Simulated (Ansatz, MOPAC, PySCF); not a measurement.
System: TaO2F, net charge 0, singlet state. SMILES: [O]=[Ta](=[O])[F]
Geometry: optimised at B3LYP-D3(BJ)/def2-TZVP (Ansatz, a quantum-chemistry and plane-wave program).

Property: size of the dipole moment, in D. Terms: LANL2DZ with its own core potentials from Na on; 6-31G* and kin with 6d, 5d where marked; dispersion terms only where a functional's name holds one; no spin-orbit coupling; PM7 with its own dispersion and hydrogen-bond terms; def2 sets with scalar-relativistic core potentials past Kr. Ab initio and DFT rows: single points at B3LYP-D3(BJ) geometries (Ansatz). Semi-empirical rows: dipoles at the shared geometry.

```tsv
level	program	size of the dipole moment (D)
PM6	MOPAC	3.95
PM7	MOPAC	3.57
SVWN5/6-31G* with LANL2DZ past Ar	Ansatz	5.30
PBE/LANL2DZ	Ansatz	5.66
PBE/def2-SVP	Ansatz	5.42
PBE/6-31G* with LANL2DZ past Ar	Ansatz	5.31
BLYP/6-31G* with LANL2DZ past Ar	Ansatz	5.28
BP86/def2-SVP	PySCF	5.43
BP86/6-31G* with LANL2DZ past Ar (5d)	PySCF	5.34
B3LYP/LANL2DZ	Ansatz	6.03
B3LYP/def2-SVP	Ansatz	5.78
PBE0/6-31G* with LANL2DZ past Ar	Ansatz	5.78
M06-2X/6-31G* with LANL2DZ past Ar (5d)	PySCF	6.01
```

No value to compare with is used here. The 13 habitual levels span 3.57 (PM7) to 6.03 D (B3LYP/LANL2DZ).

The levels are drawn from those run, B3LYP/6-31G* more often than the rest, none by its result; left out are runs that failed, that the program found above a lower state of the same kind, or whose <S^2> lies over 0.5 above the pure value.
